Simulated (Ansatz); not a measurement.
The cluster Ge₄O₁₀H₄, relaxed as a singlet with RKS PBE-D4/def2-SVP in Ansatz, starting from the GFN1-xTB geometry. Force threshold 0.03 eV/Å.

The structure holds one bond between oxygen atoms, so isomers without such links may lie far lower. The structure comes from a short search, and lower isomers may exist.

Start:

| atom | x (Å) | y (Å) | z (Å) |
| --- | --- | --- | --- |
| Ge1 | 0.5633 | 3.2851 | 0.1254 |
| Ge2 | -1.4448 | -1.1313 | -0.3156 |
| Ge3 | 0.9740 | 0.7424 | 0.2092 |
| Ge4 | 0.8555 | -2.1865 | -0.8394 |
| O5 | 2.0637 | -2.8398 | -1.6767 |
| O6 | 1.8092 | -0.4683 | 1.3068 |
| O7 | -1.7188 | -0.8246 | 1.3429 |
| O8 | -0.2589 | 1.6592 | 0.9677 |
| O9 | 0.1784 | -0.4519 | -0.9311 |
| O10 | 1.9845 | 1.9170 | -0.4546 |
| O11 | -2.7418 | -0.6577 | -1.3246 |
| O12 | -0.7905 | -2.7669 | -0.5199 |
| O13 | -0.3159 | 3.8659 | -1.1115 |
| O14 | 1.3935 | -1.7979 | 1.1406 |
| H15 | -2.4990 | -0.6215 | -2.2524 |
| H16 | -1.7939 | 0.1287 | 1.4857 |
| H17 | 1.2035 | 3.9930 | 1.2428 |
| H18 | 0.5381 | -1.8451 | 1.6047 |

(1) Estimate the energy that the relaxation releases and the steps that it takes.

(2) Does the start keep its bonding?

(3) Predict the relaxed structure.

Answers

(1) 209.6 kJ/mol, in 30 steps; 4.7 min on 4 threads of Intel Xeon on a shared host. No frequencies were taken in this run, so the end may be a saddle point.

(2) Bonds lost: O11–H15 (atoms count from 1). Bonds formed: O13–H15 (atoms count from 1).

(3) 
Cartesian coordinates in Å:
```
Ge 0.015 2.805 -0.079
Ge -1.414 -0.973 -0.510
Ge 1.217 0.534 0.316
Ge 0.902 -2.485 -0.859
O 2.207 -3.286 -1.450
O 1.975 -0.745 1.407
O -1.183 -1.055 1.327
O -0.168 1.395 1.122
O 0.533 -0.588 -0.951
O 1.717 2.048 -0.469
O -2.386 0.183 -1.211
O -0.890 -2.689 -0.839
O -1.201 2.639 -1.318
O 1.178 -1.962 1.246
H -1.635 1.717 -1.339
H -1.229 -0.119 1.652
H 0.174 4.235 0.451
H 0.189 -1.654 1.506
```
Bond lengths: 15 × Ge–O 1.64 to 2.19 Å; 2 × Ge–Ge 2.60 to 2.79 Å; 1 × O–O 1.46 Å; 3 × H–O 0.99 to 1.07 Å; 1 × Ge–H 1.53 Å.
